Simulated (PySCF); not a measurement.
Al(Cl)(H)(iPr) (C3H8AlCl), SMILES C[CH](C)[AlH][Cl].

Geometry optimised at PBE0-D3(BJ)/def2-SVP. Other conformers were not sampled.

All values below come from PBE0-D3(BJ)/def2-SVP run with PySCF 2.14.0.

Frequencies are harmonic and unscaled.

| mode | ν (cm⁻¹) | IR (km/mol) | moving atoms (share of kinetic energy) |
|---|---|---|---|
| 1 | 20 | 0.2 | Al 29 %, C 28 %, H 26 %, Cl 18 % |
| 2 | 100 | 2.6 | C 37 %, Cl 32 %, H 18 %, Al 13 % |
| 3 | 181 | 2.8 | H 61 %, C 30 % |
| 4 | 230 | 0.1 | H 97 % |
| 5 | 240 | 2.9 | H 52 %, C 32 %, Cl 13 % |
| 6 | 289 | 9.0 | H 46 %, C 33 %, Al 17 % |
| 7 | 338 | 7.2 | C 44 %, H 43 %, Al 12 % |
| 8 | 468 | 73.5 | H 48 %, Al 24 %, C 21 % |
| 9 | 510 | 69.4 | Al 36 %, Cl 27 %, H 24 %, C 12 % |
| 10 | 587 | 11.8 | H 41 %, C 27 %, Al 25 % |
| 11 | 681 | 278.1 | H 69 %, Al 24 % |
| 12 | 907 | 11.9 | C 58 %, H 41 % |
| 13 | 916 | 4.0 | H 88 %, C 12 % |
| 14 | 962 | 20.1 | H 87 %, C 13 % |
| 15 | 985 | 0.2 | H 76 %, C 24 % |
| 16 | 1121 | 8.0 | C 68 %, H 32 % |
| 17 | 1180 | 0.3 | H 51 %, C 49 % |
| 18 | 1229 | 1.1 | H 56 %, C 43 % |
| 19 | 1305 | 0.0 | H 72 %, C 28 % |
| 20 | 1385 | 1.1 | H 79 %, C 21 % |
| 21 | 1403 | 1.1 | H 80 %, C 20 % |
| 22 | 1454 | 0.4 | H 97 % |
| 23 | 1471 | 11.4 | H 96 % |
| 24 | 1472 | 11.1 | H 96 % |
| 25 | 1482 | 6.6 | H 97 % |
| 26 | 1953 | 197.9 | H 96 % |
| 27 | 2989 | 17.6 | H 93 % |
| 28 | 3028 | 35.4 | H 97 % |
| 29 | 3032 | 37.4 | H 97 % |
| 30 | 3109 | 29.8 | H 91 %, C 9 % |
| 31 | 3113 | 15.5 | H 91 %, C 9 % |
| 32 | 3128 | 19.3 | H 91 %, C 9 % |
| 33 | 3143 | 14.4 | H 91 %, C 9 % |
